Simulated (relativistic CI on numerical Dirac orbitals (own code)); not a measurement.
These numbers are calculated, not measured: Dirac-Coulomb-Breit CI, KLI orbitals optimised for each configuration, model QED (radiative potential, 1s self-energy scaled to tabulated hydrogen-like ionisation energies), valence Slater integrals scaled by 0.85, P86 correlation energy added to each configuration (own radial code, finite nucleus).

CI space (outside the closed core [Ne] 3s2): 3p⁶3d, 3p⁶4s, 3p⁶4p, 3p⁶5s, 3p⁶4d, 3p⁶5p, 3p⁶4f, 3p⁶5d, 3p⁶6s, 3p⁶6p, 3p⁵3d², 3p⁶5f, 3p⁶5g, 3p⁶6d, 3p⁶7s, 3p⁶7p. Levels of other configurations are missing.

For a near-neutral ion this model can misplace configurations by up to about 10,000 cm⁻¹ (more where the count of f electrons changes) and terms by 10 to 25 % of their spread. Rates follow the energies as ν³ (E1, M1) or ν⁵ (E2), so they and the lifetimes can be off by large factors. The fine structure of a lone outer electron comes out too small, for d and f at times inverted, and misplaced configurations move strength between like terms. 11 of the 11 excited levels that our extract of the measured tables holds in this range could be paired (the sources list more); they are missed by 467 cm⁻¹ on average and 2066 at most, and levels without a partner can miss by more.

Outline of the computed level scheme of Sc III. Lowest level of each configuration: 3p⁶3d ²D3/2 at 0.0000 eV; 3p⁶4s ²S1/2 at 3.4226 eV; 3p⁶4p ²P°1/2 at 7.8280 eV; 3p⁶4d ²D3/2 at 13.8954 eV; 3p⁶5s ²S1/2 at 14.2093 eV; 3p⁶5p ²P°1/2 at 15.8699 eV; 3p⁶4f ²F°5/2 at 17.1614 eV; 3p⁶5d ²D3/2 at 18.3417 eV; 3p⁶6s ²S1/2 at 18.4243 eV.

Some strong electric-dipole decays among the lowest 15 levels: 3p⁶4f ²F°7/2 → 3p⁶3d ²D5/2 (1.3e+09 s⁻¹); 3p⁶4f ²F°5/2 → 3p⁶3d ²D3/2 (1.2e+09 s⁻¹); 3p⁶4d ²D5/2 → 3p⁶4p ²P°3/2 (1.1e+09 s⁻¹); 3p⁶4d ²D3/2 → 3p⁶4p ²P°1/2 (9.5e+08 s⁻¹); 3p⁶5s ²S1/2 → 3p⁶4p ²P°3/2 (5.5e+08 s⁻¹); 3p⁶4p ²P°1/2 → 3p⁶3d ²D3/2 (4.7e+08 s⁻¹); 3p⁶4p ²P°3/2 → 3p⁶3d ²D5/2 (4.3e+08 s⁻¹); 3p⁶4f ²F°7/2 → 3p⁶4d ²D5/2 (4.2e+08 s⁻¹).

Rates of lines that live on the mixing of spin multiplicities can be off by large factors.
